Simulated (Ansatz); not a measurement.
HCl, charge +1, doublet, geometry from GFN2-xTB (a state made from the parent by changing its charge; the spin is typed, not shown lowest); CAM-B3LYP/6-311G** run with Ansatz (a quantum-chemistry and plane-wave program).

Here is a job for Ansatz.
Ansatz 0.2 input:
```yaml
crystal:
  periodic: [false, false, false]
  atoms:
    - {symbol: Cl, position_ang: [-0.00000000, -0.00000000, -0.07394818]}
    - {symbol: H, position_ang: [0.00000000, 0.00000000, 1.25711911]}
basis:
  gaussian:
    orbitals: 6-311G__.json
hamiltonian:
  xc: cam_b3lyp
total_charge: 1
magnetization: {spin_polarized: true, initial_magnetization: 1}
accuracy: high
```
The basis file holds 6-311G** in the JSON format of the Basis Set Exchange.

**Question.** Predict the main parts of the log of this Ansatz run.

**Answer.** 
```
Functional definition: CAM-B3LYP
456 factors; integrals over basis functions are off by at most 4.4e-9 eV
134 factors; integrals over basis functions are off by at most 1.5e-9 eV
mean field evaluation 1: about -12526.2488 eV, gradient 1.4e1 eV
mean field evaluation 2: about -12526.8021 eV, gradient 8.2e0 eV
mean field evaluation 4: about -12527.0111 eV, gradient 3.7e-1 eV
mean field evaluation 8: about -12527.0258 eV, gradient 5.9e-3 eV
mean field evaluation 16: about -12527.0258 eV, gradient 5.3e-6 eV
mean field -12527.02575405 eV, -460.3597053384 hartree, gradient 3.0e-8 eV, S^2 0.752549; 0 other end points of the search recorded, 0 dependent functions left out
reference -12527.02576573 eV, -460.3597057675 hartree; 9, 8 occupied and 24, 25 virtual orbitals, 456 factors
Total energy: -12527.02576573 eV, -460.3597057675 hartree
```
